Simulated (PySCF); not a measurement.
**CoO₂F: from structure and modes to constants**

All numbers come from PBE0/[Co def2-SVP, O def2-SVP, F def2-SVP], no relativity, density fitting, PySCF.

The singlet minimum has C2v symmetry. Masses (u): Co 58.93320, O 15.99492, F 18.99840.

```xyz
4
charge 0 multiplicity 1, angstrom
Co   -0.1066    0.0000    0.0000
O    -0.7481    1.3807    0.0000
O    -0.7481   -1.3807    0.0000
F     1.5984    0.0000    0.0000
```

Harmonic wavenumbers (cm⁻¹): 211.7 (b1, ×1), 238.3 (b2, ×1), 306.1 (a1, ×1), 702.5 (a1, ×1), 1027.6 (a1, ×1), 1109.5 (b2, ×1).

Q: Find the principal moments of inertia and the rotational constants. What kind of rotor is it?

A: About the centre of mass I = 60.985, 67.111, 128.1 u Å². With B = 16.8576/I this gives 0.2764, 0.2512, 0.1316 cm⁻¹. The molecule is an asymmetric top with κ = 0.65.

Q: What is the harmonic zero-point energy?

A: Half the sum of all 6 wavenumbers, 3596/2 = 1798 cm⁻¹, which is 21.5 kJ/mol (1 cm⁻¹ = 0.0119627 kJ/mol).

Q: Find the vibrational entropy and heat capacity at 298.15 K.

A: With u = 1.43878 ω/T, each mode gives S = R[u/(eᵘ−1) − ln(1−e⁻ᵘ)] and C = R u² eᵘ/(eᵘ−1)².
```
ω (cm⁻¹)      u  S (J/(mol K))  C (J/(mol K))
   211.7  1.022           8.49           7.63
   238.3  1.150           7.60           7.46
   306.1  1.477           5.79           6.95
   702.5  3.390           1.27           3.45
  1027.6  4.959           0.35           1.46
  1109.5  5.354           0.25           1.14
```
The sums over all modes are S = 23.7 and C = 28.1 J/(mol K); the softest mode gives 36 % of the entropy.

Q: Give the standard entropy (298.15 K, 1 bar) by its translational, rotational, vibrational and spin parts, and Cp.

A: Sackur–Tetrode with M = 109.92 u gives 167.5; rotation with symmetry number 2 gives 97.5; vibration 23.7; spin R ln 1 = 0.0. The total is 288.7 J/(mol K), and Cp = 4 R + 28.1 = 61.3 J/(mol K).

Stability towards spin polarisation was not tested. Only a few start shapes were tried, so a lower isomer may exist.
